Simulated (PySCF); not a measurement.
**Xe⁺ (xenon, charge +1) across methods**

[Kr] 4d10 5s2 5p5, 2P determinant. All numbers are calculated (PySCF 2.14, scalar relativity by spin-free X2C-1e, in ANO-RCC-VTZP).

```tsv
method	E (hartree)	mean ε 5s β (eV)	mean ε 5p α (eV)	mean ε 5p β (eV)	Σ⟨r²⟩ (bohr²)	⟨S²⟩
CAM-B3LYP	-7446.18	-32.233	-20.115	-19.355	51.14	0.753
PBE	-7445.35	-28.626	-17.407	-16.648	51.09	0.752
LDA	-7439.06	-28.970	-17.530	-16.816	51.02	0.751
PBE0	-7445.43	-30.526	-18.813	-17.979	51.01	0.753
B3LYP	-7445.86	-30.227	-18.454	-17.705	51.15	0.752
wB97X-V	-7445.49	-33.379	-21.158	-20.432	51.03	0.752
UHF	-7442.79853	-35.004	-22.026	-20.909	51.41	0.760
r2SCAN	-7445.77	-29.058	-17.849	-16.985	51.03	0.755
```
